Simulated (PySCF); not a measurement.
Electron correlation in C+ (carbon, charge +1)

[He] 2s2 2p1, 2P determinant. Calculation: PySCF 2.14, in def2-TZVP; the non-relativistic Hamiltonian (point nucleus). Frozen: 1s2; 3 electrons correlated.

MP2 pair energies summed by pair of shells (mhartree):

```
 pair  energy  share (%)
2s-2s  -28.58       57.2
2s-2p  -21.35       42.8
```

Total MP2 correlation energy: -49.93 mhartree.

Same-spin part -3.31 and opposite-spin part -46.62 mhartree; SCS-MP2 scales them by 1/3 and 6/5 to -57.05 mhartree.

```tsv
level	correlation energy (mhartree)
CCSD	-73.89
(T)	-1.14
CCSD(T)	-75.03
```

Diagnostics: T1 = 0.0093, D1 = 0.0178, largest double amplitude 0.132.

Question: Is a single reference adequate?

Answer: Mostly. T1 lies below 0.03, but a double amplitude of this size points to a near-degeneracy that CCSD handles and MP2 describes poorly.
